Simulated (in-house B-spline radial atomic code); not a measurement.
Configurations of Mn⁺, with energies counted from [Ar] 3d5 4s1. Method: non-relativistic BHandHLYP, spin-polarised, spherical fractional occupations, exact exchange averaged over the configuration, point nucleus. Calculated with a B-spline radial code for spherical atoms. Shells without spins written out take the highest spin.

Occupations are held fixed; configurations that lie above the ionisation limit could autoionise.

```tsv
configuration	E - E(ref) (eV)	highest orbital	its <r> (bohr)
[Ar] 3d6	1.6651	3d down	1.4
[Ar] 3d5 4f1	11.981	4f up	8.851
[Ne] 3s2 3p5 3d5 4s1 4d1	59.711	4d up	5.097
[Ne] 3s2 3p5 3d5 4s1 4f1	62.51	4f up	8.648
```

Question: Order these further configurations by energy, lowest first.
A. [Ar] 3d5 5d1
B. [Ar] 3d4 4s1 4p1
C. [Ar] 3d4 4s1 5f1
D. [Ne] 3s2 3p5 3d6 4s1
E. [Ar] 3d4 4s1 5s1

Answer: B (10.689 eV), A (12.037 eV), E (16.588 eV), C (21.13 eV), D (47.646 eV).
